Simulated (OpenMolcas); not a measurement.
# neutral hafnium: effect of the IPEA shift

```yaml
Program: OpenMolcas 26.06
Basis: ANO-RCC-VQZP [9s8p6d4f3g2h]
Scalar_Hamiltonian: DKH2, point nucleus
Active_space: 4 electrons in 6 orbitals (5d 6s)
State_averaging: 2S+1 = 3 even, 55 roots; 2S+1 = 5 even, 10 roots kept (CI in the orbitals of an earlier block); 2S+1 = 1 even, 50 roots kept (CI in the orbitals of an earlier block)
Spin-orbit_coupling: state interaction with AMFI integrals over the reference wave functions, term energies averaged over their components
```

Methods on the same reference wave functions:
A. CASSCF
B. MS-CASPT2, IPEA 0.25 Eh, imaginary shift 0.1 Eh (closed shells correlated: 5s 5p)
C. MS-CASPT2, IPEA 0.5 Eh, imaginary shift 0.1 Eh (closed shells correlated: 5s 5p)

Energies in eV above 5d2 6s2 3F2, the measured ground level; measured values from NIST Handbook of Basic Atomic Spectroscopic Data.

| Level | A | B | C | Measured |
| --- | --- | --- | --- | --- |
| 5d2 6s2 3F2 | 0.0000 | 0.0000 | 0.0000 | 0.0000 |
| 5d2 6s2 3F3 | 0.2671 | 0.304 | 0.300 | 0.2922 |
| 5d2 6s2 3P0 | 0.4788 | 0.508 | 0.585 | 0.6846 |
| 5d2 6s2 3F4 | 0.5260 | 0.561 | 0.555 | 0.5663 |
| 5d2 6s2 3P1 | 0.5804 | 0.646 | 0.718 | 0.8149 |
| 5d3 6s 5F1 | 0.9256 | 1.613 | 1.609 |  |
| 5d3 6s 5F2 | 1.0099 | 1.703 | 1.698 |  |
| 5d3 6s 5F3 | 1.1333 | 1.832 | 1.825 |  |
| 5d3 6s 5F4 | 1.2818 | 1.981 | 1.974 |  |
| 5d2 6s2 1G4 | 1.3637 | 1.204 | 1.185 | 1.3059 |
| 5d3 6s 5F5 | 1.4459 | 2.131 | 2.127 |  |
| 5d3 6s 5P1 | 2.0746 | 2.570 | 2.618 |  |
| 5d3 6s 5P2 [72 %] | 2.1346 | 2.574 | 2.641 |  |
| 5d3 6s 5P3 | 2.2633 | 2.797 | 2.832 |  |
| 5d3 6s 3G3 | 2.5186 | 2.722 | 2.795 |  |
| 5d3 6s 3G4 [74 %] | 2.5609 | 2.783 | 2.845 |  |
| 5d3 6s 3G5 [62 %] | 2.6719 | 2.906 | 2.961 |  |
| 5d3 6s 3F2(1) [73 %] | 2.8022 | 2.773 | 2.875 |  |
| 5d3 6s 3D1 [66 %] | 2.8845 | 2.904 | 3.021 |  |
| 5d3 6s 3H4 [59 %] | 2.9524 | 3.107 | 3.169 |  |
| 5d3 6s 3F3(1) [61 %] | 3.0122 | 3.030 | 3.125 |  |
| 5d3 6s 3D2 [60 %] | 3.0512 | 3.072 | 3.184 |  |
| 5d3 6s 3H6 | 3.0818 | 3.288 | 3.319 |  |
| 5d3 6s 3H5 [69 %] | 3.0889 | 3.304 | 3.346 |  |

Deviations, from unrounded energies. A percentage is the sum of absolute deviations over the sum of measured energies, with the sign that they share, or ± where signs differ.

| Against measurement | Levels | A | B | C |
| --- | --- | --- | --- | --- |
| mean absolute deviation (cm-1) | 5 | 910 | 750 | 540 |
| fine structure of the ground term (%) | 2 | -7.6 | ±2.1 | ±2.2 |
| other terms of the ground configuration (%) | 3 | ±17.8 | -15.9 | -11.3 |

C lies closest to measurement on these levels and A furthest from it. The largest miss of C in the table is 5d2 6s2 1G4, by -970 cm-1. The ranking rests on the paired levels alone, and a cruder setting can come out closer through cancelling errors.

Between B and C the level of the table that moves most is 5d3 6s 3D1 [66 %], by 950 cm-1 (lowest in B, highest in C). Moves below CASPT2's spread within the term are not significant.

The mean deviations of B to C differ by less than CASPT2's widest spread within a term (1200 cm-1), so their order carries little weight.

From A to B the spin-free energies of the other terms of 5d2 6s2 shown, above 3F, scale by factors of 0.79 to 1.06.

The lowest spin-free term lies below A's lowest term by 0.312 hartree in B, 0.301 hartree in C.

Term energies are means over components that CASPT2 splits; among the terms shown or strongly mixed into the levels shown the widest spread is 1200 cm-1 (5d3 6s 3F(1), B). Over all roots computed the reference weight is 0.85 to 0.93 in B, 0.88 to 0.94 in C; the roots of lowest weight are the least certain, and an intruder state may touch them. Terms from blocks run as CI alone lack orbitals of their own. A single d shell beside an s shell can misplace configurations of different d count against each other. The CASPT2 spread within a term exceeds the gap to the next term for 5d3 6s 3F(1) and 5d3 6s 3D, 5d3 6s 3H and 5d3 6s 3P(1), so the order of their levels is uncertain, and so are names and mixing where such terms share a J (figures for B; the like holds for C). Without dynamic correlation excited terms often stand tens of per cent too high (terms of higher spin than the ground term too low), and those without a measured partner can miss by more than the paired ones (holds for A). Some terms miss by over 15 % even with CASPT2, which points to a basis or an active space too small for the shells correlated (holds for B). Computed and measured levels are paired by configuration, term and J; levels that our copy of the source lacks, or whose pairing is in doubt (as where it misses far off the trend of its configuration), stay unpaired and out of the deviations. Only configurations of the active space appear. Levels that lie high or do not pair safely by name in every column are left out.

A share in square brackets marks a mixed level and gives the weight of the term that names it, the lowest over the columns. A number in round brackets counts repeated terms of one configuration in the order of the reference energies.
